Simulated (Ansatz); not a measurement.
`[NH2][Nb]([OH])(=[S])[Cl]` + H–F → `[NH2][Nb]([F])(=[S])[Cl]` + H₂O at 700 K and 1 bar (ligand exchange at the Nb–O bond).

Computed with Ansatz on PBE0-D4/def2-TZVP structures; ΔE is electronic, products minus reactants. CCSD(T)/CBS is the MP2 limit (def2-TZVPP, def2-QZVPP) plus CCSD(T) − MP2 in def2-TZVPP, frozen cores. This one scheme is used for every species. def2 core potentials past Kr. For Nb outer-core shells are correlated without core-valence functions, which leaves a few kJ/mol of doubt a bond. Each species was taken in one conformer, which may not be the lowest.

```csv
species,CCSD(T)/CBS energy (Eh),H − E (kJ/mol),S (J/(mol·K))
`[NH2][Nb]([OH])(=[S])[Cl]`,-1046.35711,187.0,486.3
H–F,-100.39570,45.2,198.5
`[NH2][Nb]([F])(=[S])[Cl]`,-1070.38350,151.2,466.1
H₂O,-76.37941,80.5,218.4
```

H − E and S are ideal-gas, rigid-rotor, harmonic terms from PBE0-D4/def2-TZVP, for one conformer and one mirror image of each species. 1 Eh = 2625.50 kJ/mol, R = 8.31446 J/(mol·K).

**Question.** By hand: ΔE, ΔH, ΔS and ΔG.

**Answer.** ΔE = (-1070.38350) + (-76.37941) − (-1046.35711) − (-100.39570) = -0.01010 Eh = -26.5 kJ/mol. Δ(H − E) = 151.2 + 80.5 − 187.0 − 45.2 = -0.5, so ΔH = -27.0 kJ/mol. ΔS = 466.1 + 218.4 − 486.3 − 198.5 = -0.3 J/(mol·K). ΔG = -27.0 − 700 × (-0.3)/1000 = -26.8 kJ/mol.

**Question.** By hand: the equilibrium constant, and the temperature at which ΔG would vanish if ΔH and ΔS stayed fixed.

**Answer.** log₁₀ K = −ΔG/(RT ln 10) = 2.0. ΔG = 0 at ΔH/ΔS = 90000 K, far beyond where these terms or the molecules hold.

The number of gas molecules stays the same, so ΔS is small and ΔH decides. A doubt of 5 kJ/mol in ΔE shifts log₁₀ K by 0.4 here. Other conformers and mirror images would add mixing entropy, several J/(mol·K) or more a flexible species. These are equilibria of isolated gas molecules and say nothing of rates. Largest T1 diagnostic: 0.023 (customary marks: 0.02 for closed shells, 0.045 for open ones).
